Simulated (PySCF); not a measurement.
**Structure revision by computed shifts**

A compound C7H11NOSi gives the data below (simulated from a calculation) and was assigned the structure `NCc1cccc(O[SiH3])c1`.

$^{13}$C{$^{1}$H} NMR (computed): δ 144.1 (CH), 143.8 (CH), 126.6 (CH2), 124.9 (CH2), 122.7 (C), 69.5 (CH), 60.3 (CH).

$^{1}$H NMR (600 MHz, computed): δ 6.48 (m, 1H), 6.35 (m, 1H), 5.67 (m, 1H), 5.61 (m, 1H), 5.59 (m, 1H), 5.50 (m, 1H), 4.90 (s, 3H), 4.31 (d, 1H), 2.98 (m, 1H).

Computed data (PySCF 2.14): PBE0/pcSseg-1 with gauge-including orbitals, structure optimised with GFN2-xTB. No solvent model, relativity neglected, one computed conformer, fast rotation and ring inversion assumed for equivalent nuclei.

Shifts are taken against calculated references (same method and geometry level): TMS for $^{1}$H (σref 31.72) and $^{13}$C (σref 186.93).

(1) Compare with the shifts computed for the proposed structure, pairing carbons in order of shift.

(2) Which isomer fits?

Results:

(1) Atom-mapped SMILES (the numbers label the heavy atoms): `[NH2:1][CH2:2][c:3]1[cH:4][cH:5][cH:6][c:7]([O:8][SiH3:9])[cH:10]1`. Each H is labelled by its parent atom.

```csv
atom,computed for proposal,given list,difference
C7,163.0,144.1,+18.9
C3,155.8,143.8,+12.0
C5,135.5,126.6,+8.9
C4,125.0,124.9,+0.1
C10,123.8,122.7,+1.1
C6,116.4,69.5,+46.9
C2,54.3,60.3,-6.0
```

The rms difference is 20.1 ppm and the largest +46.9 ppm at C6 (aromatic CH). The carbon types in order of shift don't match either: C, C, CH, CH, CH, CH, CH2 for the proposal against CH, CH, CH2, CH2, C, CH, CH in the data. The proposal doesn't fit.

(2) `C=CC(C=C)[C@@H](C#N)O[SiH3]`.

Carbon types of the structure: 1 × C, 4 × CH, 2 × CH2, leaving 3 H on heteroatoms. δC 144.1, 143.8: alkene CH; an sp2 carbon of a C=C bond. δC 126.6, 124.9: terminal =CH2 carbon; as expected for a trigonal carbon in a double bond. δC 122.7: nitrile carbon; C≡N carbons fall here, among the sp2 signals but without a proton. δC 69.5: sp3 CH bonded to O, α to a nitrile; the inductive effect lowers its shielding.

The shifts were computed for this structure.

Shifts are as computed. Against solution values, carbons near 30 ppm lie about +3 ppm off and those near 130 ppm about +5 ppm. Of 1211 compounds with measured shifts, 218 miss one by over three times the rms of a fit or turn the order of signals round; such compounds aren't used in these exercises. Multiplicities follow the n + 1 count of equivalent neighbours, as no J values were calculated; m marks all less simple cases, F and P coupling included.
